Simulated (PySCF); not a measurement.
# Worked example: entropy of an ideal gas

CClF₂, SMILES F[C](F)Cl (connectivity only; charge and spin as stated), charge +1, multiplicity 1.

Geometry: ωB97X-D3(BJ)/def2-TZVP. The spin state was assumed, not searched. The isomer is the one that the SMILES or the coordinates give; other isomers of the formula were not compared.

ωB97X-D3(BJ)/def2-TZVP (PySCF) gives the harmonic wavenumbers 426, 527, 699, 843, 1453, 1561 cm⁻¹ and the rotational temperatures 0.5690, 0.2498, 0.1736 K. The molar mass is 85.46 g/mol, the symmetry number 2, the spin multiplicity 1.

**Question.** Work out the entropy at 298.15 K and 1 atm in the rigid-rotor, harmonic-oscillator model.

**Answer.** 
Translation (Sackur–Tetrode at 1 atm): S = R[1.5 ln M + 2.5 ln T − 1.16487] = 164.2 J/(mol K).
Rotation: q = (√π/σ) T^1.5/√(θA θB θC) = 29000, S = R[ln q + 3/2] = 97.9 J/(mol K).
Vibration: with u = 1.4388 ν/T, each mode gives R[u/(e^u − 1) − ln(1 − e^−u)]:
```tsv
ν (cm⁻¹)	modes	u	S (J/(mol K))
426	1	2.06	3.65
527	1	2.54	2.49
699	1	3.37	1.29
843	1	4.07	0.73
1453	1	7.01	0.06
1561	1	7.53	0.04
```
These are all the modes. Sum 8.2 J/(mol K).
Spin: R ln 1 = 0.0 J/(mol K).
Total 270.4 J/(mol K); the program's own thermochemistry gives 270.4. Translation makes up 61 % and vibration 3 %. Anharmonicity, hindered rotation and orbital degeneracy are left out.
